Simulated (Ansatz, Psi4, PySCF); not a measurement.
FGa, charge +1, doublet, geometry from GFN2-xTB (such geometries of metal compounds can be far from the true shape) (a state made from the parent by changing its charge; the spin is typed, not shown lowest). Base run: B97M-V/6-31G* in PySCF.

PySCF was given this input:
```python
from pyscf import gto, scf, dft

mol = gto.Mole()
mol.atom = '''
    Ga   -0.00000000   -0.00000000   -0.41893312
    F     0.00000000    0.00000000    1.44299185
'''
mol.basis = '6-31g*'
mol.charge = 1
mol.spin = 1
mol.verbose = 4
mol.build()

mf = dft.UKS(mol)
mf.xc = 'b97m_v'
mf.kernel()
```

The same geometry, method and basis name were run in Ansatz (an electronic-structure program) and Psi4 and PySCF, at each program's defaults and at the settings that a row names. The base is PySCF at its defaults. Differences at the defaults can come from grids, fitting, cores and function types together.

```tsv
code and settings	ΔE vs base (mEh)	basis functions	E (Eh)	SCF cycles
PySCF, defaults (exact integrals, its default grid, spherical functions)	0.000	46	-2023.66841	11
Psi4, defaults (density fitting with its default set, its default grid, Cartesian functions)	-8.186	50	-2023.67659	13
Ansatz, defaults (factorised integrals, its default grid, Cartesian functions)	-8.255	50	-2023.67666	-
PySCF, density fitting with def2-universal-jkfit	-0.042	46	-2023.66845	11
PySCF, fine grid	-0.007	46	-2023.66841	11
Psi4, exact integrals, spherical functions, fine grid	-0.006	46	-2023.66841	16
Ansatz, high accuracy, Cartesian functions as the basis file defines them	-8.255	50	-2023.67666	-
```

Open shells are given as the SCF converged; they aren't shown to be the lowest states, and a large step between rows can be another state.
